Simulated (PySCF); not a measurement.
# ZnPb⁺: one state, many levels of theory

State: ²Π (doublet), unpaired electrons π ↑. Set-up: Zn def2-SVP, Pb def2-SVP with ECP60; scalar-relativistic core potentials (PySCF 2.14). De refers to Zn + Pb⁺ in their high-spin ground configurations, without counterpoise correction. The functionals are run spin-unrestricted. A positive dipole points towards Pb; it is taken about the centre of mass and depends on that origin. Levels whose curve was spin-contaminated or gave no clean fit are not listed.

```json
{"Level": "ROHF", "Re (Å)": "3.032", "ωe (cm⁻¹)": "106", "De (eV)": "n/a", "μ (D)": "-3.57"}
{"Level": "PBE", "Re (Å)": "2.839", "ωe (cm⁻¹)": "128", "De (eV)": "n/a", "μ (D)": "-3.10"}
{"Level": "PW91", "Re (Å)": "2.833", "ωe (cm⁻¹)": "129", "De (eV)": "n/a", "μ (D)": "-3.10"}
{"Level": "r²SCAN", "Re (Å)": "2.801", "ωe (cm⁻¹)": "135", "De (eV)": "n/a", "μ (D)": "-3.40"}
{"Level": "PBE0", "Re (Å)": "2.850", "ωe (cm⁻¹)": "129", "De (eV)": "n/a", "μ (D)": "-3.38"}
{"Level": "r²SCAN0", "Re (Å)": "2.825", "ωe (cm⁻¹)": "133", "De (eV)": "n/a", "μ (D)": "-3.60"}
{"Level": "HSE06", "Re (Å)": "2.848", "ωe (cm⁻¹)": "129", "De (eV)": "n/a", "μ (D)": "-3.32"}
{"Level": "BHandHLYP", "Re (Å)": "2.909", "ωe (cm⁻¹)": "120", "De (eV)": "n/a", "μ (D)": "-3.28"}
```

Q: What does a quarter of exact exchange do here, going from PBE to PBE0?

A: PBE0 less PBE: +1.1 pm in Re, +0.8 % in ωe. Exact exchange removes part of the self-interaction that spreads semilocal densities, and in most molecules shortens and stiffens the bond and lowers De; here Re goes the other way.

These are scalar-relativistic numbers at best; spin–orbit coupling would shift them, the dissociation energy most. The state was picked by a PBE0 search and need not be the measured ground state.

The whole job (state search and all levels along the bond) took about 3.7 min on 1 thread of Oxide Virtual Turin-like (shared host), peak memory 0.76 GiB.
